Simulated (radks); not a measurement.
Values are calculated unless marked as measured or tabulated.
Spherical quantum dot in the effective-mass picture: electrons in a parabolic well V = omega^2 r^2 / 2 with omega = 0.962, with a point charge +1 (a donor) at the centre, all in effective atomic units (hartree* = m*/eps^2 hartree, bohr* = eps/m* bohr), one dielectric constant everywhere. Level of theory: non-relativistic Kohn-Sham, LDA (Slater exchange, Perdew-Wang correlation), spin-polarised, spherical densities (a radial shooting solver with Libxc functionals). Levels are named by radial order and angular momentum (1s, 1p, 1d, 2s, ...), and open shells are averaged over m. Results are scaled to m* = 0.057 and eps = 12.8, for which hartree* = 9.467 meV and bohr* = 11.88 nm.

N = 28, configuration 1s2 1p6 1d10 2s2 1f(up 7, down 1). This is the lowest configuration that the search found. Occupied and some empty levels:

| level | occupation | eigenvalue (meV) | <r> (nm) |
|---|---|---|---|
| 1s up | 1 | 114.68 | 17.27 |
| 1s down | 1 | 114.86 | 16.80 |
| 1p up | 3 | 119.97 | 26.17 |
| 1p down | 3 | 120.42 | 25.86 |
| 2s up | 1 | 123.11 | 25.76 |
| 2s down | 1 | 123.53 | 25.98 |
| 1d up | 5 | 124.41 | 30.34 |
| 1d down | 5 | 124.96 | 30.22 |
| 1f up | 7 | 129.18 | 33.31 |
| 1f down | 1 | 129.77 | 33.30 |
| 2p up | 0 | 130.13 | 28.68 |
| 2p down | 0 | 130.49 | 28.82 |
| 1g up | 0 | 134.34 | 35.72 |
| 1g down | 0 | 134.93 | 35.78 |
| 2d up | 0 | 136.18 | 31.88 |
| 2d down | 0 | 136.55 | 31.93 |

Energy (meV): total 2154.81, kinetic 243.38, external 670.64, Hartree 1360.4, exchange-correlation -119.62.
